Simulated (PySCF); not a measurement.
## Au⁶¹⁺ (gold, charge +61): Hartree-Fock from Schrödinger to Dirac-Coulomb-Breit

Occupied: 1s1/2, 2s1/2, 2p1/2, 2p3/2, 3s1/2, 3p1/2, 3p3/2. Hartree-Fock calculated with PySCF 2.14 in an uncontracted even-tempered set (16 s from 8.5 bohr⁻², ratio 2.7; 14 p from 10 bohr⁻², ratio 2.7), Gaussian nucleus throughout. NR is non-relativistic, sf-X2C the spin-free one-electron X2C Hamiltonian, X2C adds the bare one-electron spin-orbit term, X2C-SNSO screens it by Boettger's factors, DC is four-component Dirac-Coulomb, and the Gaunt and Breit terms are added at first order (total energies over the DC spinors, levels after relaxing the spinors in that mean field). QED terms are absent. Levels marked empty are virtual spinors of this ion; the basis has s and p functions only, so 3d, which can lie below the n = 4 levels, is absent.

| Hamiltonian | E (hartree) | E − E(DC) (hartree) | CPU seconds |
| --- | --- | --- | --- |
| NR | -13888.2261 | 1130.5685 | 0.45 |
| sf-X2C | -14982.5170 | 36.2775 | 0.34 |
| X2C | -15012.6833 | 6.1113 | 0.33 |
| X2C-SNSO | -15011.0383 | 7.7562 | 0.33 |
| DC | -15018.7946 | 0.0000 | 17 |
| DC+Gaunt | -14997.9625 | 20.8320 | 28 |
| DC+Breit | -14999.9710 | 18.8236 | 79 |

Task: Give the 3p spin-orbit interval with each Hamiltonian that has one.

Result: X2C 499.9; X2C-SNSO 485.6; DC 485.6; DC+Gaunt 480.9; DC+Breit 480.9 (eV).

| level (eV) | NR | sf-X2C | X2C | X2C-SNSO | DC | DC+Gaunt | DC+Breit |
| --- | --- | --- | --- | --- | --- | --- | --- |
| 1s1/2 | -78292.5 | -85901.7 | -85871.3 | -85872.9 | -85984.9 | -85671.6 | -85695.0 |
| 2s1/2 | -16910.8 | -19055.9 | -19046.9 | -19047.4 | -19063.8 | -19027.9 | -19030.7 |
| 2p1/2 | -16457.5 | -17123.7 | -18511.2 | -18468.5 | -18479.2 | -18421.1 | -18426.5 |
| 2p3/2 | -16457.5 | -17123.7 | -16583.8 | -16596.7 | -16609.0 | -16570.6 | -16576.1 |
| 3s1/2 | -6798.2 | -7448.3 | -7445.6 | -7445.8 | -7449.8 | -7441.1 | -7442.1 |
| 3p1/2 | -6606.2 | -6864.5 | -7222.3 | -7211.4 | -7214.2 | -7199.8 | -7201.6 |
| 3p3/2 | -6606.2 | -6864.5 | -6722.4 | -6725.8 | -6728.6 | -6718.9 | -6720.7 |
| 4s1/2 (empty) | -3533.1 | -3780.7 | -3780.1 | -3780.1 | -3781.5 | -3778.2 | -3778.7 |
| 4p1/2 (empty) | -3455.0 | -3567.0 | -3698.8 | -3694.8 | -3695.8 | -3690.4 | -3691.2 |
| 4p3/2 (empty) | -3455.0 | -3567.0 | -3514.9 | -3516.2 | -3517.1 | -3513.5 | -3514.3 |

Weight of the small component: 1s1/2 0.0900, 2s1/2 0.0210, 2p1/2 0.0210, 2p3/2 0.0187, 3s1/2 0.00798, 3p1/2 0.00788, 3p3/2 0.00728, 4s1/2 0.00370, 4p1/2 0.00380, 4p3/2 0.00350.

Koopmans' value for the highest occupied level at DC+Breit: 6720.7 eV, against an ionisation energy of 6724 ± 12 eV (theoretical estimate listed by NIST; NIST Atomic Spectra Database, ionization energies); the former lacks relaxation, correlation, QED and recoil.

The whole ladder took 130 s of wall time on 1 thread of Neoverse-N1 (shared host), launched as `OMP_NUM_THREADS=1 python relrun2.py TASK.json OUT` (a driver that calls PySCF for each Hamiltonian).

Dirac-Coulomb iterations, started from the X2C spinors:

```
with_ssss True, with_gaunt False, with_breit False
light speed = 137.03599967994
init E= -14906.9058921714
cycle= 1 E= -15018.790666808  delta_E= -112  |g|=  4.2  |ddm|= 0.248
cycle= 2 E= -15018.7945560395  delta_E= -0.00389  |g|= 0.0663  |ddm|= 0.0193
cycle= 3 E= -15018.7945617412  delta_E= -5.7e-06  |g|= 0.00231  |ddm|= 0.00114
cycle= 4 E= -15018.794561749  delta_E= -7.85e-09  |g|= 1.27e-05  |ddm|= 3.87e-05
```
